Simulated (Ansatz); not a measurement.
Total energies of the cluster Ag₂F₂⁻ from Ansatz at PBE0-D4/def2-TZVPD, gas phase (1 Eh = 27.2114 eV = 2625.5 kJ/mol). The reference geometry is relaxed at PBE-D4/def2-TZVPD.

```xyz
4

Ag   -1.347   -0.096    0.040
Ag    1.346    0.100   -0.043
F     3.417    0.243   -0.099
F    -3.416   -0.247    0.101
```

```csv
state,geometry,energy (Eh)
charge -1 doublet,reference,-493.66600
charge 0 singlet,reference,-493.50561
charge -1 quartet,relaxed at PBE-D4/def2-TZVPD,-493.51082
```

In the def2 sets Ag takes a core potential; there is no spin–orbit coupling.

Problem. Work out the vertical ionisation energy to the singlet.

Solution. E(charge 0 singlet) − E(charge -1 doublet) = -493.50561 − (-493.66600) = 0.16039 Eh = 4.36 eV. For comparison, −ε of the highest occupied level of the spin that leaves is 2.37 eV at this level, 1.99 eV less.

Problem. Which of the charge -1 states is lowest, and how far above it are the others?

Solution. The doublet. quartet: -493.51082 − (-493.66600) = 0.15518 Eh = 407.4 kJ/mol. The quartet has fallen apart, so its energy is that of loose fragments and no spin gap. The quartet differs in its bonds from the reference.

The structure comes from a short search, and lower isomers may exist.
